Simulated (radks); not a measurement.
Values are calculated unless marked as measured or tabulated.
Spherical jellium clusters: N electrons in a uniform positive sphere of charge N and radius rs N^(1/3), rs = 5.27 bohr. Level of theory: non-relativistic Kohn-Sham, PBE, spin-polarised, spherical densities (a radial shooting solver with Libxc functionals). Levels are named by radial order and angular momentum (1s, 1p, 1d, 2s, ...), and open shells are averaged over m.

N = 5, configuration 1s2 1p(up 3, down 0). This is the lowest configuration that the search found. Occupied levels:

| level | occupation | eigenvalue (eV) | <r> (bohr) |
|---|---|---|---|
| 1s up | 1 | -3.3645 | 6.425 |
| 1s down | 1 | -2.8717 | 5.609 |
| 1p up | 3 | -2.5129 | 7.464 |

Energy (eV): total -8.50228, kinetic 5.9018, external -89.399, Hartree 44.335, exchange-correlation -14.635, background 45.294.
